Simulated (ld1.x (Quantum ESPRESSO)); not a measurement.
## Which change was made? (In, TM)

ld1.x (Quantum ESPRESSO) 7.5 input, shortened:

```
&input
   title='In', zed=49., rel=1, dft='PBESOL', iswitch=3,
   config='[Kr] 4d10 5s2 5p0.5'
 /
 &inputp
   pseudotype=2, tm=.true., lloc=0,
   nlcc=.true., rcore=1.50
 /
3
5P  2  1   0.50   0.00  2.60  2.60  0.0
4D  3  2  10.00   0.00  1.65  1.65  0.0
5S  1  0   2.00   0.00  1.65  1.65  0.0
 &test
   configts(1)='4d10 5s2 5p0.5'
 /
```

Cutoffs, loose and tight: the cutoffs (Ry, on a coarse ladder) from which the occupation-weighted sum of valence levels, in a spherical-Bessel basis at the reference potential, stays within 10 and 1 mRy of its value at 400 Ry. They do not see the model core or the augmentation charge, which bear on the density cutoff. Test errors are all-electron minus pseudo excitation energies from the reference, over the configurations 4d10 5s2 5p1; 4d10 5s2 5p0; 4d10 5s1 5p0; 4d9 5s2 5p1; 4d10 5s1 5p1; 4d9 5s2 5p2; 4d10 5s2 5p1.3; variants that change the core or the reference have their own tests. The largest error is taken over the tests solved by every variant that gives reliable tests at all, those not shown here included: 4d10 5s1 5p0; 4d10 5s1 5p1; 4d10 5s2 5p0; 4d10 5s2 5p1; 4d10 5s2 5p1.3; 4d9 5s2 5p1.

The base gives: outcome: generated; cutoff, loose: 80 Ry; cutoff, tight: 120 Ry; bound ghosts: none; largest test error (meV): -179.

(1) After one change the result is: outcome: generated; cutoff, loose: 55 Ry; cutoff, tight: 90 Ry; bound ghosts: none; largest test error (meV): -97. Which change was it?
A. all radii but the core radius scaled by about 0.80 (s 1.32, p 2.06, d 1.32 bohr)
B. all radii but the core radius scaled by about 0.91 (s 1.50, p 2.36, d 1.50 bohr)
C. all radii but the core radius scaled by about 1.36 (s 2.24, p 3.52, d 2.24 bohr)
D. all radii but the core radius scaled by about 1.25 (s 2.06, p 3.24, d 2.06 bohr)

Results:

(1) C. The others give: all radii but the core radius scaled by about 0.91 (s 1.50, p 2.36, d 1.50 bohr) → outcome: generated; cutoff, loose: 90 Ry; cutoff, tight: 160 Ry; bound ghosts: none; largest test error (meV): +3.3 | all radii but the core radius scaled by about 0.80 (s 1.32, p 2.06, d 1.32 bohr) → outcome: generated; cutoff, loose: 140 Ry; cutoff, tight: 300 Ry; bound ghosts: p, s (extra level of the local part); largest test error (meV): +592 | all radii but the core radius scaled by about 1.25 (s 2.06, p 3.24, d 2.06 bohr) → outcome: generated; cutoff, loose: 60 Ry; cutoff, tight: 100 Ry; bound ghosts: none; largest test error (meV): -160.
